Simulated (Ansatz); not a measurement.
Mulliken charges of CH₆BNZn (`B[N](C)[ZnH]`) from PBE/def2-TZVPP in Ansatz (PBE0-D4/def2-TZVP geometry).

```
atom   x (Å)   y (Å)   z (Å)  charge (e)
  B1  -1.199   0.506  -0.466      -0.161
  N2   0.041   0.052  -0.048       0.032
  C3   0.210  -1.032   0.895      -0.179
 Zn4   1.342   1.056  -0.895       0.148
  H5  -1.228   1.423  -1.261      -0.028
  H6  -2.226   0.023  -0.068      -0.018
  H7  -0.764  -1.420   1.206       0.082
  H8   0.780  -1.859   0.460       0.099
  H9   0.745  -0.705   1.793       0.100
 H10   2.382   1.904  -1.612      -0.075
```

**Question.** By hand: the dipole of these point charges (1 e Å = 4.8032 D).

**Answer.** Σ q r = (0.340, -0.293, 0.262) e Å, of length 0.520 e Å = 2.50 D.

**Question.** How does the dipole of the full density compare? (Estimate.)

**Answer.** The calculation gave: (0.328, -0.147, 0.134) e Å, 1.84 D; the point charges give 1.36 times that, at 18° from its direction.

Point charges leave out the atoms' own dipoles, such as those of lone pairs, and Mulliken's split depends on the basis, so the two needn't agree.
